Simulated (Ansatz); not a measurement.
Geometry optimisation, RKS PBE-D4/def2-SVP in Ansatz.

Input:

```yaml
crystal:
  periodic: [false, false, false]
  atoms:
    - { symbol: Ga, position_ang: [0.0, 0.0, 0.0] }
    - { symbol: O, position_ang: [0.0, 0.0, 1.79] }
    - { symbol: H, position_ang: [-0.9095, -0.2814, 2.1271] }
    - { symbol: O, position_ang: [1.5501, 0.0, -0.895] }
    - { symbol: H, position_ang: [1.85, -0.9519, -1.0499] }
    - { symbol: O, position_ang: [-1.5501, 0.0, -0.895] }
    - { symbol: H, position_ang: [-2.0598, -0.8467, -0.6865] }
basis:
  gaussian: { orbitals: def2-SVP }
hamiltonian:
  xc: pbe
  dispersion: d4
relax:
  f_tol: 0.02
  max_steps: 40
output:
  orbitals: {}
```

Launched with:

```bash
$ ansatz run input.yaml --threads 2 --pin off --max-ram 3072MiB --backend cpu --events-out ev --progress --plain --runs-dir out
```

Q: Where does it end, and by what steps?

A: It converged. After 8 steps the energy has fallen by 0.384 eV; H5 moved furthest, 0.73 Å.

| step | energy less start (eV) | largest force component (eV/Å) | accepted |
| --- | --- | --- | --- |
| 0 | 0.0000 | 1.443 | yes |
| 1 | -0.0941 | 1.400 | yes |
| 2 | -0.1429 | 1.153 | yes |
| 3 | -0.2298 | 0.715 | yes |
| 4 | -0.2373 | 0.593 | yes |
| 5 | -0.3039 | 0.463 | yes |
| 6 | -0.3657 | 0.215 | yes |
| 7 | -0.3818 | 0.087 | yes |
| 8 | -0.3843 | 0.017 | yes |

```xyz
7
Properties=species:S:1:pos:R:3
Ga 0.062 -0.282 0.101
O -0.077 -0.049 1.877
H -1.007 -0.026 2.168
O 1.719 -0.291 -0.576
H 1.679 -0.440 -1.539
O -1.315 -0.493 -1.046
H -2.179 -0.500 -0.595
```

The run took 12 s on 2 threads of Arm Neoverse V1, on a shared host, peak memory 0.13 GiB.
